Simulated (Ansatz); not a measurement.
Geometry optimisation, RKS PBE0-D4/def2-SVP in Ansatz.

input.yaml

```yaml
crystal:
  periodic: [false, false, false]
  atoms:
    - { symbol: Ga, position_ang: [0.0, 0.0, 0.0] }
    - { symbol: C, position_ang: [0.0, 0.0, 1.98] }
    - { symbol: H, position_ang: [-0.9996, -0.3092, 2.3505] }
    - { symbol: H, position_ang: [0.7676, -0.7111, 2.3505] }
    - { symbol: H, position_ang: [0.232, 1.0203, 2.3505] }
    - { symbol: O, position_ang: [1.5501, 0.0, -0.895] }
    - { symbol: H, position_ang: [1.85, -0.9519, -1.0499] }
    - { symbol: H, position_ang: [-1.3596, 0.0, -0.785] }
basis:
  gaussian: { orbitals: def2-SVP }
hamiltonian:
  xc: pbe0
  dispersion: d4
relax:
  f_tol: 0.02
  max_steps: 40
output:
  orbitals: {}
```

Run as:

```bash
$ ansatz run input.yaml --threads 1 --pin off --max-ram 2048MiB --backend cpu --events-out ev --progress --plain --runs-dir out
```

Question: Where does it end, and by what steps?

Answer: The run converged. After 19 steps the energy has fallen by 0.336 eV; O6 moved furthest, 0.63 Å.

| step | energy less start (eV) | largest force component (eV/Å) | accepted |
| --- | --- | --- | --- |
| 0 | 0.0000 | 2.129 | yes |
| 1 | -0.0867 | 0.859 | yes |
| 2 | -0.1048 | 0.278 | yes |
| 3 | -0.1116 | 0.231 | yes |
| 4 | -0.1213 | 0.224 | yes |
| 5 | -0.1976 | 0.600 | yes |
| 6 | -0.2931 | 0.441 | yes |
| 7 | -0.3315 | 0.078 | yes |
| 8 | -0.3336 | 0.081 | yes |
| 9 | -0.3350 | 0.035 | yes |
| 10 | -0.3352 | 0.022 | yes |
| 11 | -0.3354 | 0.036 | yes |
| 12 | -0.3355 | 0.037 | yes |
| 13 | -0.3357 | 0.046 | yes |
| 14 | -0.3358 | 0.042 | yes |
| 15 | -0.3355 | 0.061 | no |
| 16 | -0.3359 | 0.025 | yes |
| 17 | -0.3352 | 0.067 | no |
| 18 | -0.3354 | 0.099 | no |
| 19 | -0.3359 | 0.018 | yes |

```xyz
8
Properties=species:S:1:pos:R:3
Ga -0.127 0.011 -0.031
C 0.051 -0.022 1.923
H -0.767 -0.614 2.364
H 1.009 -0.451 2.250
H -0.031 0.999 2.329
O 1.238 -0.523 -1.061
H 2.022 -0.815 -0.586
H -1.354 0.464 -0.886
```

Whether the end is a true minimum wasn't checked by a vibrational analysis.

The run took 68 s on 1 thread of Arm Neoverse V1 (shared host), peak memory 0.17 GiB.
